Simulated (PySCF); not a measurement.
silanone (H2OSi), SMILES O=[SiH2].

Geometry: ωB97X-D3(BJ)/def2-TZVP.

Method: PySCF with B3LYP/def2-TZVPD.

Isolated molecule, no solvent.

Q: Estimate the frontier levels, gap, dipole moment and polarisability. (Estimate from the structure and the level; the computed values follow.)

A: 
The highest occupied level is -8.08 eV and the lowest empty level comes out as -2.53 eV. The orbital gap comes out as 5.55 eV, the dipole moment is 3.76 D and the quadrupole, principal values (traceless, Buckingham form, about the centre of nuclear charge) comes out as -4.14, 0.30, 3.85 D·Å. The mean static polarisability is 30.6 bohr³ (4.54 Å³) and the polarisability, principal values is 25.3, 30.9, 35.7 bohr³.
